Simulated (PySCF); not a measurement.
Species: C4H5ClF2.
Cartesian coordinates in Å at the PBE0-D3(BJ)/def2-SVP level; atoms count from 1:
```
atom  x, y, z in Å
F1    -2.2419    0.5411    1.3384
C2    -1.0095    0.0795    0.9524
C3    -0.5257    0.9079   -0.2006
C4     0.5215    0.6696   -0.9907
Cl5    0.9337    1.7577   -2.2825
C6     1.4776   -0.4816   -0.9371
F7     1.2198   -1.2961    0.1326
H8    -0.3207    0.1541    1.8119
H9    -1.0946   -0.9849    0.6858
H10   -1.1089    1.8161   -0.3794
H11    2.5099   -0.0981   -0.8603
H12    1.4034   -1.0721   -1.8675
```

Method used: core-valence-separated Tamm–Dancoff BHandHLYP/aug-pcX-1 (pcseg-1 on H, def2-SVPD on Cl) in PySCF, non-relativistic, gas phase, PBE0-D3(BJ)/def2-SVP geometry. The energies are unshifted.

The lowest roots of each edge with f over 0.003 (five at most, numbered afresh; weaker and dark ones are left out), with transition dipoles (au) in the frame of the coordinates:

```
root  edge  E (eV)       f       μx       μy       μz
   1     C  282.77  0.0605   0.0559   0.0475   0.0579
   2     C  284.21  0.0622  -0.0556  -0.0500  -0.0578
   3     C  285.50  0.0574   0.0145   0.0604  -0.0660
   4     C  286.17  0.0185  -0.0221   0.0446  -0.0126
   5     C  286.99  0.0567  -0.0307  -0.0429   0.0727
   6     F  685.39  0.0285   0.0364  -0.0157  -0.0112
   7     F  685.43  0.0283  -0.0073  -0.0247   0.0320
   8     F  686.59  0.0068   0.0176  -0.0080  -0.0058
   9     F  687.04  0.0104  -0.0027  -0.0155   0.0192
  10     F  687.77  0.0032  -0.0123  -0.0002   0.0062
```

Molecules are fixed in this frame and the field points along z. What effective strengths 3 f cos²θ do the roots have (θ between field and μ)?

root 1 (C3): 0.070, root 2 (C4): 0.070, root 3 (C4): 0.091, root 4 (C3): 0.003, root 5 (C6): 0.111, root 6 (F1): 0.006, root 7 (F7): 0.051, root 8 (F1): 0.002, root 9 (F7): 0.019, root 10 (F1): 0.002. Root 5 is the strongest. Averaged over all orientations cos²θ is 1/3, which gives f back.

One conformer stands for the species.
